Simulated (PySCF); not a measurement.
**Correlation energy of Cr+ (chromium, charge +1)**

[Ar] 3d4 4s1, high-spin 6D determinant (an excited configuration). Calculation: PySCF 2.14, in x2c-QZVPPall; scalar relativity by spin-free X2C-1e. Frozen: [Ar]; 5 electrons correlated.

```tsv
level	correlation energy (mhartree)
CCSD	-63.71
(T)	-0.92
CCSD(T)	-64.63
```

Diagnostics: T1 = 0.0080, D1 = 0.0177, largest double amplitude 0.016.

Cost of the coupled-cluster step: of the order of 15 core-seconds, for 5 correlated electrons.
